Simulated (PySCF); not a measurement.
Compound: C5H7FO.
SMILES: `C/C=C(/C)C(=O)F`

Method: TDDFT PBE0/def2-SVPD, vertical, gas phase, core orbitals frozen in the response (PySCF 2.14.0, density-fitted response routines). Geometry: GFN2-xTB, one conformer, isolated molecule. Torsions of this conformer, `[CH3:1]/[CH:2]=[C:3](/[CH3:4])[C:5](=[O:6])[F:7]`: C2–C3–C5–O6 -2°.

Computed states:

```csv
state,E (eV),f
S1,5.04,0.0004
S2,5.59,0.242
S3,7.17,0.0002
S4,7.28,0.0002
S5,7.39,0.0002
S6,7.87,0.0030
S7,7.95,0.015
S8,8.02,0.0019
```

Each state is given a Gaussian of 0.3 eV full width at half maximum, with ε(max) = 2.175×10⁸ f / Δν̃ (Δν̃ the width in cm⁻¹). The width is an assumption, not a result. The curve ends short of the highest state used, and states not computed would add to its high-energy end.

Problem. Give the broadened spectrum and its maxima.

Solution. 
E (eV), ε (L mol⁻¹ cm⁻¹) and a bar:
```
     4.59          0 
     4.71          1 
     4.83         10 
     4.95         29 
     5.08         41 
     5.20        216 
     5.32       2305 ###
     5.45      11901 #################
     5.57      21518 ##############################
     5.69      16021 ######################
     5.82       4276 ######
     5.94        501 #
     6.06         24 
     6.19          0 
     6.31          0 
     6.43          0 
     6.56          0 
     6.68          0 
     6.80          0 
     6.92          3 
     7.05         16 
     7.17         37 
     7.29         47 
     7.42         33
```

Maxima: 222 nm (5.59 eV), ε about 22000, made up of S2 (100%); 170 nm (7.28 eV), ε about 47, made up of S3 (29%), S4 (44%) and S5 (27%) (ε in L mol⁻¹ cm⁻¹; maxima over ε = 5, shares over 10%).

Problem. What would ε be at 5.59 eV, the highest of these maxima, with half the width (0.15 eV)?

Solution. About 43600 L mol⁻¹ cm⁻¹ against 21800, a factor of about 2.00; a lone state at its own centre would give exactly 2.

Problem. Coming from long wavelengths, where does ε first pass 100 L mol⁻¹ cm⁻¹?

Solution. At about 240 nm (5.16 eV), 0.13 eV above S1.

Problem. On this curve, what absorbance would a 10⁻⁴ mol/L sample give at 248 nm over a 1 cm path?

Solution. 248 nm is 4.999 eV, where ε is about 35 L mol⁻¹ cm⁻¹, so A = ε c l ≈ 0.0035 (Beer–Lambert, with the gas-phase spectrum and the assumed width).

Rough CPU time on one thread of a shared machine: about 70 s.
